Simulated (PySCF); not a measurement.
Cartesian coordinates in Å; atom numbers follow the order of the lines, from 1:
```xyz
14

C     2.2571   -0.3054    0.1963
C     0.7638   -0.2076    0.0947
C     0.1194    1.0394    0.0814
C    -1.2657    1.0851   -0.0133
C    -1.9730   -0.1136   -0.0924
C    -1.2464   -1.3012   -0.0723
N     0.0804   -1.3514    0.0180
H     2.7487    0.2069   -0.6459
H     2.6254    0.1637    1.1224
H     2.5543   -1.3613    0.1913
H     0.7068    1.9588    0.1448
H    -1.7896    2.0443   -0.0255
H    -3.0622   -0.1295   -0.1676
H    -1.7649   -2.2656   -0.1321
```

PySCF 2.14 calculation with couplings computed with B3LYP/pcJ-1 (spin–dipole term only in couplings to heteroatoms), shieldings: GIAO PBE0/pcSseg-1 and structure optimised with PBE0-D3(BJ)/def2-SVP; non-relativistic Hamiltonian, single conformer, no solvent, averaged over atoms made equivalent by symmetry, fast rotation or ring inversion.

List the cross peaks expected in HSQC, COSY and HMBC spectra.

## Answers



HSQC (one-bond C–H):
```tsv
δH	δC	1J(C,H) (Hz)
8.63 (H14)	155.0 (C6)	186
7.63 (H12)	140.9 (C4)	167
7.19 (H11)	127.9 (C3)	167
7.01 (H13)	125.4 (C5)	171
2.66 (H8/H9/H10)	26.7 (C1)	134
```

COSY cross peaks (|J| ≥ 2 Hz):
```tsv
δH	δH	abs. J (Hz)	bonds
8.63 (H14)	7.01 (H13)	5.5	3
7.63 (H12)	7.19 (H11)	8.6	3
7.63 (H12)	7.01 (H13)	8.2	3
```

HMBC (two and three bonds, |J| ≥ 2.5 Hz):
```tsv
δH	δC [abs. J in Hz]
8.63 (H14)	163.7 (C2) [11.9], 140.9 (C4) [7.0], 125.4 (C5) [9.3]
7.63 (H12)	163.7 (C2) [7.0], 155.0 (C6) [7.2]
7.19 (H11)	163.7 (C2) [3.2], 125.4 (C5) [6.6]
7.01 (H13)	155.0 (C6) [3.9], 127.9 (C3) [7.0]
2.66 (H8/H9/H10)	163.7 (C2) [5.9], 127.9 (C3) [4.3]
```

δ = σ(ref) − σ, references computed at the same level: 1H, 13C against TMS.

Unscaled 3J(H,H) at this level run about 10 % above measured values. Shifts are as computed. Against solution values, carbons near 30 ppm lie about +2 ppm off and those near 130 ppm about +5 ppm. Of 1211 compounds with measured shifts, 218 miss one by over three times the rms of a fit or turn the order of signals round; such compounds aren't used in these exercises.
